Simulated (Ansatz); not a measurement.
The molecule RuI, multiplicity 4 (lowest of 2S+1 = 2, 4, 6 at PBE0/def2-TZVPP; our sources give no spin for the ground state, which may be another). No spin–orbit coupling.

Seven points along R, fitted to fifth degree in 1/R; most abundant isotopes. Runs in def2 and cc sets follow the lowest solution found near the PBE0 minimum.

Programs: Ansatz (Gaussian orbitals). Values without a source in brackets are computed. In def2 rows elements past Kr take small-core potentials, without spin–orbit coupling.

Energies at CAM-B3LYP/def2-TZVPP:

```tsv
R (Å)	E (hartree)
2.383417	-392.53967857
2.447488	-392.54323308
2.506433	-392.54468799
2.573066	-392.54471100
2.639699	-392.54341149
2.716583	-392.54068735
2.806282	-392.53632791
```

With a reduced mass of 56.5193 u, find the minimum, the force constant and the constants.

A fifth-degree polynomial in 1/R puts the minimum at r_e = 2.5400 Å with force constant 148 N/m. Then ω_e = (1/2πc)√(k/μ) = 211 cm⁻¹ and B_e = h/(8π²cμr_e²) = 0.04623 cm⁻¹; the cubic and quartic terms give α_e = 0.00015 and ω_e x_e = 0.46 cm⁻¹.

Ansatz is a program for electronic structure.
